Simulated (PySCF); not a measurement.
C₄H₄F₂. Atoms are numbered in the order given.

```xyz
10

F      0.0229     1.1915     1.0883
C      0.0232     0.3794     0.0000
F      0.0229     1.1915    -1.0883
C      1.0550    -0.7252     0.0000
C      0.1119    -1.6816     0.0000
C     -1.0745    -0.7236     0.0000
H      2.1462    -0.7132     0.0000
H      0.1587    -2.7730     0.0000
H     -1.7055    -0.7273    -0.9028
H     -1.7055    -0.7273     0.9028
```

Coordinates come from a B3LYP-D3(BJ)/def2-SVP optimisation.

Computed with B3LYP-D3(BJ)/def2-SVP (PySCF).

No scaling factor is applied to the harmonic values.

```tsv
mode	ν (cm⁻¹)	IR (km/mol)	moving atoms (share of kinetic energy)
1	194	0.2	C 43 %, F 32 %, H 25 %
2	329	0.2	F 47 %, C 32 %, H 21 %
3	461	10.8	F 68 %, C 27 %
4	483	3.9	C 56 %, F 25 %, H 19 %
5	486	6.4	H 50 %, F 25 %, C 25 %
6	709	7.4	F 70 %, C 25 %
7	757	20.6	H 63 %, C 24 %, F 13 %
8	875	0.1	C 63 %, H 37 %
9	937	66.5	H 58 %, C 28 %, F 14 %
10	967	1.4	H 78 %, C 22 %
11	970	4.2	C 50 %, H 48 %
12	1057	11.5	H 58 %, C 36 %
13	1078	6.7	H 67 %, C 31 %
14	1124	29.6	C 75 %, H 23 %
15	1209	12.0	H 50 %, C 48 %
16	1224	172.5	C 66 %, H 22 %, F 12 %
17	1280	71.1	C 61 %, H 33 %
18	1348	202.0	C 68 %, H 28 %
19	1450	17.7	H 85 %, C 14 %
20	1647	3.2	C 90 %, H 10 %
21	3055	17.1	H 95 %
22	3120	8.7	H 90 %, C 10 %
23	3200	3.6	H 92 %
24	3231	2.3	H 89 %, C 11 %
```
